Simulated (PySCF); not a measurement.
# Spin-rotation constants: SMILES CP(C)(=[Se])c1ccc(F)cc1, C8H10FPSe

Molfile (atoms numbered from 1):
```
C8H10FPSe
     RDKit          3D

 21 21  0  0  0  0  0  0  0  0999 V2000
   -2.2903   -1.1596    0.3024 C   0  0  0  0  0  0  0  0  0  0  0  0
   -1.4449    0.1554   -0.6568 P   0  0  0  0  0  5  0  0  0  0  0  0
   -1.9280    1.7175    0.1743 C   0  0  0  0  0  0  0  0  0  0  0  0
   -1.9306    0.1257   -2.6908 Se  0  0  0  0  0  2  0  0  0  0  0  0
    0.3286   -0.0520   -0.2700 C   0  0  0  0  0  0  0  0  0  0  0  0
    1.2279   -0.2147   -1.3142 C   0  0  0  0  0  0  0  0  0  0  0  0
    2.5763   -0.3780   -1.0576 C   0  0  0  0  0  0  0  0  0  0  0  0
    3.0029   -0.3692    0.2583 C   0  0  0  0  0  0  0  0  0  0  0  0
    4.3120   -0.5256    0.5240 F   0  0  0  0  0  0  0  0  0  0  0  0
    2.1241   -0.2053    1.3169 C   0  0  0  0  0  0  0  0  0  0  0  0
    0.7788   -0.0485    1.0461 C   0  0  0  0  0  0  0  0  0  0  0  0
   -1.9797   -2.1240   -0.0976 H   0  0  0  0  0  0  0  0  0  0  0  0
   -3.3626   -1.0464    0.1443 H   0  0  0  0  0  0  0  0  0  0  0  0
   -2.0591   -1.1047    1.3635 H   0  0  0  0  0  0  0  0  0  0  0  0
   -1.4070    2.5374   -0.3190 H   0  0  0  0  0  0  0  0  0  0  0  0
   -3.0003    1.8493    0.0333 H   0  0  0  0  0  0  0  0  0  0  0  0
   -1.6886    1.7094    1.2351 H   0  0  0  0  0  0  0  0  0  0  0  0
    0.8582   -0.2128   -2.3301 H   0  0  0  0  0  0  0  0  0  0  0  0
    3.2908   -0.5104   -1.8542 H   0  0  0  0  0  0  0  0  0  0  0  0
    2.4999   -0.2018    2.3282 H   0  0  0  0  0  0  0  0  0  0  0  0
    0.0828    0.0753    1.8632 H   0  0  0  0  0  0  0  0  0  0  0  0
  1  2  1  0
  2  3  1  0
  2  4  2  0
  2  5  1  0
  5  6  1  0
  6  7  2  0
  7  8  1  0
  8  9  1  0
  8 10  2  0
 10 11  1  0
 11  5  2  0
  1 12  1  0
  1 13  1  0
  1 14  1  0
  3 15  1  0
  3 16  1  0
  3 17  1  0
  6 18  1  0
  7 19  1  0
 10 20  1  0
 11 21  1  0
M  END
```

Theory: PySCF 2.14.0, GIAO BHandHLYP/pcSseg-1 magnetisability, rotational g tensor and spin-rotation constants, non-relativistic, gas phase. Geometry: GFN2-xTB.

The calculation is non-relativistic, which matters for the atoms heavier than Zn.

Task: Give the nuclear spin-rotation constants along the inertial axes (H = +C I·J) beside the isotropic shieldings.

Result: Rotational constants 1.4217, 0.3563, 0.3093 GHz. A star marks the isotopologue with that one atom substituted, in its own axes.
```
atom  isotope  Caa (kHz)  Cbb (kHz)  Ccc (kHz)  mean (kHz)  σ (ppm)
  P2      31P      2.267      0.537      0.579       1.128    287.7
  F9      19F      1.457      0.478      0.159       0.698    303.9
 H12       1H     -0.169     -0.029      0.000      -0.066     30.1
 H13       1H      0.020     -0.038     -0.033      -0.017     29.9
 H14       1H     -0.095     -0.009     -0.033      -0.046     30.0
 H15       1H     -0.170     -0.029      0.000      -0.067     30.1
 H16       1H      0.018     -0.038     -0.033      -0.017     29.9
 H17       1H     -0.092     -0.010     -0.033      -0.045     30.0
 H18       1H     -0.004      0.010     -0.028      -0.007     22.8
 H19       1H     -0.132      0.035     -0.031      -0.043     24.3
 H20       1H      0.003     -0.001     -0.032      -0.010     24.5
 H21       1H     -0.129      0.035     -0.032      -0.042     24.2
  C1     13C*      0.235      0.054      0.048       0.112    158.0
 Se4    77Se*      1.347      0.319      0.280       0.649   2221.4
  C5     13C*      0.680      0.139      0.031       0.283     50.3
  C6     13C*      0.644      0.167      0.031       0.280     39.0
  C7     13C*      0.507      0.155      0.036       0.233     63.0
  C8     13C*      0.766      0.133      0.072       0.324      9.4
```
For the geometry as given, no vibrational averaging.
